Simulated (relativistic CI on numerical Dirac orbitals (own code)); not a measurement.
**Energy levels of Cr4+**

Method of calculation: Dirac-Coulomb-Breit CI, separate exchange-only KLI orbitals for each configuration, QED by a radiative potential, valence Slater integrals scaled by 0.85, P86 correlation energy added to each configuration (own radial code, finite nucleus).

Configuration list (outside the closed core [Ne]): 3s2 3p6 3d2, 3s2 3p6 3d 4s, 3s2 3p6 3d 4p, 3s2 3p5 3d3, 3s2 3p6 3d 4d, 3s2 3p6 3d 5s, 3s2 3p6 3d 4f, 3s2 3p6 3d 5p, 3s2 3p6 4s2, 3s 3p6 3d3, 3s2 3p6 3d 5d, 3s2 3p6 3d 6s, 3s2 3p6 4s 4p, 3s2 3p6 3d 5f, 3s2 3p6 3d 6p, 3s2 3p6 3d 5g, 3s2 3p6 3d 6d, 3s2 3p6 4p2, 3s2 3p6 4s 4d, 3s2 3p5 3d2 4s, 3s2 3p6 4p 4d, 3s2 3p5 3d2 4p, 3p6 3d4, 3p5 3d5. Double excitations out of closed p, d and f shells are left out; levels of such configurations are missing from the list, as are those of other unlisted configurations, and high levels can miss mixing partners. These lack a partner that the ground configuration has and come out too high: 3s2 3p5 3d2 4s, 3s2 3p5 3d2 4p.

The lowest level is 3s2 3p6 3d2 3F_2, with 100 % of that term; Hund's rules for 3s2 3p6 3d2 give 3F with J = 2, in agreement.

```
No.  Configuration  Term  J  E (cm⁻¹)    %  Landé g
  1    3s2 3p6 3d2    3F  2         0  100    0.666
  2    3s2 3p6 3d2    3F  3       480  100    1.083
  3    3s2 3p6 3d2    3F  4      1081  100    1.250
  4    3s2 3p6 3d2    1D  2     13238   96    1.017
  5    3s2 3p6 3d2    3P  0     15164  100         
  6    3s2 3p6 3d2    3P  1     15336  100    1.501
  7    3s2 3p6 3d2    3P  2     15691   96    1.483
  8    3s2 3p6 3d2    1G  4     21247  100    1.000
  9    3s2 3p6 3d2    1S  0     50971  100         
 10  3s2 3p6 3d 4s    3D  1    169963   99    0.498
 11  3s2 3p6 3d 4s    3D  2    170268   98    1.165
 12  3s2 3p6 3d 4s    3D  3    170843   99    1.334
 13  3s2 3p6 3d 4s    1D  2    174475   98    1.001
 14  3s2 3p6 3d 4p   1D°  2    230437   94    0.990
 15  3s2 3p6 3d 4p   3D°  1    231888   99    0.503
 16  3s2 3p6 3d 4p   3D°  2    232370   96    1.158
 17  3s2 3p6 3d 4p   3D°  3    232984   96    1.323
 18  3s2 3p6 3d 4p   3F°  2    233787   94    0.688
 19  3s2 3p6 3d 4p   3F°  3    234513   96    1.092
 20  3s2 3p6 3d 4p   3F°  4    235564  100    1.250
 21  3s2 3p6 3d 4p   3P°  1    238499   97    1.488
 22  3s2 3p6 3d 4p   3P°  0    238553  100         
 23  3s2 3p6 3d 4p   3P°  2    238726   99    1.497
 24  3s2 3p6 3d 4p   1F°  3    241455   99    1.001
 25  3s2 3p6 3d 4p   1P°  1    243270   97    1.008
 26  3s2 3p6 3d 4d    1F  3    319656   96    1.006
 27  3s2 3p6 3d 4d    3D  1    320719   93    0.533
 28  3s2 3p6 3d 4d    3D  2    321025   99    1.167
 29  3s2 3p6 3d 4d    3D  3    321392   96    1.323
 30  3s2 3p6 3d 4d    3G  3    322032   98    0.754
 31  3s2 3p6 3d 4d    1P  1    322263   92    0.976
 32  3s2 3p6 3d 4d    3G  4    322419   99    1.050
 33  3s2 3p6 3d 4d    3G  5    322962  100    1.200
 34    3p5 3d3(4P)   5S°  2    325169  100    2.001
 35  3s2 3p6 3d 4d    3S  1    325236   99    1.991
 36  3s2 3p6 3d 4d    3F  2    328636   99    0.669
 37  3s2 3p6 3d 4d    3F  3    328996   99    1.083
 38  3s2 3p6 3d 4d    3F  4    329399   99    1.250
 39    3p5 3d3(4F)   5D°  3    329676   90    1.476
 40    3p5 3d3(4F)   5D°  2    329708   93    1.467
 41    3p5 3d3(4F)   5D°  1    329818   97    1.460
 42    3p5 3d3(4F)   5D°  4    329849   90    1.485
 43    3p5 3d3(4F)   5D°  0    329904  100         
 44  3s2 3p6 3d 4d    1D  2    332403   91    1.031
 45  3s2 3p6 3d 4d    3P  0    333186   99
```

Energies count from the lowest computed level; ° marks odd parity. Percentages are summed over parent terms; the parents shown are those of the largest component, closed shells are left out there.

The mean weight of the leading LS term, summed over parents, in these 45 levels is 97 %, and that of the leading jj configuration (from the same eigenvectors) 63 %, so LS coupling describes them better.

At this charge configurations can still be misplaced by up to about 7 % of their energy. 45 of the 45 excited levels that our extract of the measured tables holds in this range could be paired (the sources list more); they are missed by 2688 cm⁻¹ on average and 4318 at most, and levels without a partner can miss by more.

Landé's interval rule says that E(J) − E(J−1) = AJ with one A. For the ground term the intervals give A = 160.1, 150.1 cm⁻¹ for J = 3, 4; the multiplet is regular.
